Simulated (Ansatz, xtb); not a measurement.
**C7H10O: which of two isomers lies lower**

We compare a, `C=C(O)[C@@H](C)C1C=C1`, a singlet, with b, `CC(=O)[C@@H](C)C1C=C1`, a singlet. Both are isolated molecules in the gas phase, relaxed with PBE-D3(BJ)/def2-SVP; each stands in its lowest conformer found.

Quicker runs give these differences E(b) − E(a): GFN2-xTB −10.3 kcal/mol; HF/STO-3G −20.2 kcal/mol (at GFN2-xTB geometries); r2SCAN-D4/def2-SVP −14.3 kcal/mol (at GFN2-xTB geometries).

Question: Estimate E(b) − E(a) at the level CCSD(T)/def2-SVP + ΔMP2/def2-TZVPP.

Answer: Calculated at CCSD(T)/def2-SVP + ΔMP2/def2-TZVPP: E(b) − E(a) = −11.9 kcal/mol, so structure b lies lower.

The same difference at several levels:

| level | geometry | E(b) − E(a) (kcal/mol) | departure from the last row (kcal/mol) | job, with rough time for the two |
| --- | --- | --- | --- | --- |
| GFN2-xTB | GFN2-xTB | −10.3 | +1.6 | optimisation, 1.1 s |
| HF/STO-3G | GFN2-xTB | −20.2 | −8.4 | single point, 2.3 s |
| r2SCAN-D4/def2-SVP | GFN2-xTB | −14.3 | −2.4 | single point, 15 s |
| PBE-D3(BJ)/def2-SVP | PBE-D3(BJ)/def2-SVP | −13.8 | −1.9 | optimisation, 2.2 min |
| HF/def2-SVP | PBE-D3(BJ)/def2-SVP | −15.4 | −3.6 | part of the CCSD(T) run |
| MP2/def2-SVP | PBE-D3(BJ)/def2-SVP | −15.3 | −3.4 | part of the CCSD(T) run |
| CCSD(T)/def2-SVP | PBE-D3(BJ)/def2-SVP | −15.0 | −3.1 | single point |
| CCSD(T)/def2-SVP + ΔMP2/def2-TZVPP | PBE-D3(BJ)/def2-SVP | −11.9 |  | single point, 9.7 min |

As drawn, b has 1 C–C, 1 C=O, 1 C–H in place of 1 C=C, 1 C–O, 1 O–H.

The levels shown agree on the order. The largest departure from CCSD(T)/def2-SVP + ΔMP2/def2-TZVPP is that of HF/STO-3G, 8.4 kcal/mol. The last row adds to CCSD(T) the change of the MP2 difference between the two basis sets, here +3.1 kcal/mol, a large step that makes the value less sure.

With thermal terms from frequencies at re-optimised GFN2-xTB minima (ideal gas, soft modes damped towards free rotors, one conformer each, 298.15 K, 1 atm): on the last row, ΔE + ΔZPE = −11.9, ΔH = −11.7, ΔG = −12.0 kcal/mol.

The correlated steps freeze 8 core orbitals. Programs: Ansatz 0.2.0, xtb 6.7.1; the last row on 2 threads of AMD EPYC (Zen 3) on a shared host.
